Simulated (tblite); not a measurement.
C7H5N (charge +1 and doublet state).
Numbering: `[CH2+:1][CH:2][C:3]#[C:4]/[CH:5]=[CH:6]/[C:7]#[N:8]` (hydrogens: H9, H10 on C1; H11 on C2; H12 on C5; H13 on C6)

Computed geometry: GFN2-xTB, gas phase. This method treats the open shell by occupation alone, without spin polarisation.

Q: Give the optimised bond lengths and angles.

A: 
```tsv
bond	length (pm)
C1–C2	135.9
C2–C3	138.0
C3≡C4	122.9
C4–C5	137.5
C5=C6	137.1
C6–C7	139.7
C7≡N8	114.9
C1–H9	108.0
C1–H10	107.9
C2–H11	108.5
C5–H12	108.6
C6–H13	108.5
```

A selection of angles:
```tsv
angle	degrees
C2–C1–H9	121.8
C2–C1–H10	120.8
H9–C1–H10	117.4
C1–C2–C3	122.8
C1–C2–H11	120.9
C3–C2–H11	116.3
C2–C3–C4	178.4
C3–C4–C5	178.3
C4–C5–C6	122.6
C4–C5–H12	117.1
C6–C5–H12	120.3
C5–C6–C7	121.8
C5–C6–H13	121.9
C7–C6–H13	116.3
C6–C7–N8	179.5
```

Dihedral angles: C4–C5–C6–C7 180° (antiperiplanar).

C2 (carbon bonded to 2 C and H) is planar (angles 122.8°, 120.9° and 116.3°, sum 360.0°, 0.00 Å off the plane of its three neighbours). C5 (carbon bonded to 2 C and H) is planar (angles 122.6°, 120.3° and 117.1°, sum 360.0°, 0.00 Å off the plane of its three neighbours). C1 (carbon bonded to C and 2 H) is planar (angles 121.8°, 120.8° and 117.4°, sum 360.0°, 0.00 Å off the plane of its three neighbours). The C–C distances run from 1.229 Å (C3≡C4, drawn triple) to 1.397 Å (C6–C7, drawn single), a spread of 0.168 Å. C6 (carbon bonded to 2 C and H) is planar (angles 121.9°, 121.8° and 116.3°, sum 360.0°, 0.00 Å off the plane of its three neighbours). The 8 heavy atoms lie in one plane (0.001 Å rms).

Point group: Cs (tolerance 0.08 Å). Its GFN2-xTB frequencies are all real (lowest 68 cm⁻¹). Torsions: H–C1–C2–C3 0° and 180°.

One conformer stands for the species.
